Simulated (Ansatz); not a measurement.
Cu(NH3)(SH) (CuSNH4). Total charge 0; singlet. Geometry r2SCAN-D4/def2-TZVP, basis def2-TZVP, Ansatz.

| run | HOMO (eV) | LUMO (eV) |
| --- | --- | --- |
| A | -4.03 | -1.51 |
| B | -7.54 | 0.64 |
| C | -5.13 | -1.04 |
| D | -4.42 | -1.35 |
| E | -6.65 | 0.03 |
| F | -4.17 | -1.48 |

B3LYP takes the VWN-RPA correlation.

**Question.** The runs used B3LYP, B97M-V, BLYP, CAM-B3LYP, PBE, ωB97M-V. Estimate which is which.

**Answer.** A BLYP (0 % exact exchange); B ωB97M-V (range-separated); C B3LYP (20 % exact exchange); D B97M-V (0 % exact exchange); E CAM-B3LYP (range-separated); F PBE (0 % exact exchange). Exact exchange lowers occupied and raises empty levels; among semilocal functionals meta-GGAs tend to open the gap a little, and such runs are hard to tell apart. The gap grows from 2.52 eV (BLYP) to 8.19 eV (ωB97M-V).
